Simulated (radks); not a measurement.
Q: The table gives one normalised radial function P(r) = r R(r) of Mn2+ in [Ar] 3d5 (r in bohr). All-electron calculation, scalar-relativistic Kohn-Sham, r2SCAN, spin-unpolarised, spherical densities, finite nucleus; meta-GGA in the generalised Kohn-Sham scheme; Fermi nuclear charge, rms radius 3.7057 fm. Program: a radial shooting solver on a logarithmic mesh with Libxc functionals.

r             P
0.002015  0.0022
0.002562  0.0035
0.003283  0.0055
0.004173  0.0087
0.005348  0.0138
0.006798  0.0216
0.008711  0.0343
0.01107   0.0533
0.01419   0.0835
0.01804   0.1278
0.02293   0.1933
0.02939   0.2918
0.03736   0.4263
0.04788   0.6147
0.06086   0.8489
0.07799   1.1385
0.09915   1.4422
0.1271    1.7309
0.1615    1.9190
0.2053    1.9448
0.2631    1.7564
0.3345    1.3866
0.4286    0.9109
0.5449    0.4936
0.6983    0.2042
0.8877    0.0639
1.138     0.0130
1.446     0.0017
1.838     0.0001
2.356     0.0000
2.995     0.0000
3.838     0.0000

Which n and l does it have? It may be an empty orbital.

A: n = 2, l = 1: the number of nodes gives n - l - 1 = 0, the rise at small r (about r^(l+1)) gives l, and the extent must fit the shell. The curve is that of 2p. 2p: eigenvalue -653.79 eV, 0 radial nodes, <r> = 0.247 bohr, 90 % of the charge inside 0.404 bohr.
